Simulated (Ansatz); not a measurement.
`[GeH2]1[GeH2][GeH2][GeH2][GeH2][GeH2]1`, 18 atoms. The species carries charge 0 and has multiplicity 1. Correlated methods include outer-core shells of Ge, which these sets cover unevenly. Scalar relativity is left out up to krypton. All runs use 6 threads of an AMD EPYC 7R13 on a shared host and a share of an NVIDIA H100 80 GB. Correlated methods freeze the cores.

Q: How many basis functions does each run have, and how long does it take in Ansatz? RKS ωB97M-V/def2-QZVPP energy; RKS BLYP-D4/def2-TZVPP energy; RKS PBE0-D4/def2-TZVP relaxation (4 steps); RHF-CCSD(T)/def2-SVP energy; RHF-MP2/def2-QZVPP energy; RHF-CCSD(T)/def2-TZVPP energy; RKS B2PLYP (frozen core)/def2-TZVPP energy; RKS PBE0-D4/def2-QZVPP energy; direct RPA on PBE orbitals/def2-TZVPP energy; RKS BHLYP-D4/def2-TZVPP energy; RKS ωB97M-V/def2-SVP energy; RKS PBE0-D4/def2-SVP energy. (Best estimate.)

A: The calculation gave: Other jobs shared the machine, so times are rough.

```tsv
level	job	functions	wall time	peak host memory (GiB)
RKS BLYP-D4/def2-TZVPP	energy	456	1.9 s	0.96
RKS PBE0-D4/def2-SVP	energy	252	1.9 s	0.93
RKS BHLYP-D4/def2-TZVPP	energy	456	2.2 s	1
RKS ωB97M-V/def2-SVP	energy	252	2.3 s	1
direct RPA on PBE orbitals/def2-TZVPP	energy	456	3.2 s	2.3
RKS B2PLYP (frozen core)/def2-TZVPP	energy	456	3.5 s	2.3
RKS PBE0-D4/def2-QZVPP	energy	894	3.7 s	1.6
RKS ωB97M-V/def2-QZVPP	energy	894	6 s	1.7
RHF-CCSD(T)/def2-SVP	energy	252	8 s	0.91
RKS PBE0-D4/def2-TZVP	relaxation (4 steps)	360	8.5 s	1.5
RHF-MP2/def2-QZVPP	energy	894	9.5 s	1.6
RHF-CCSD(T)/def2-TZVPP	energy	456	55 s	0.95
```
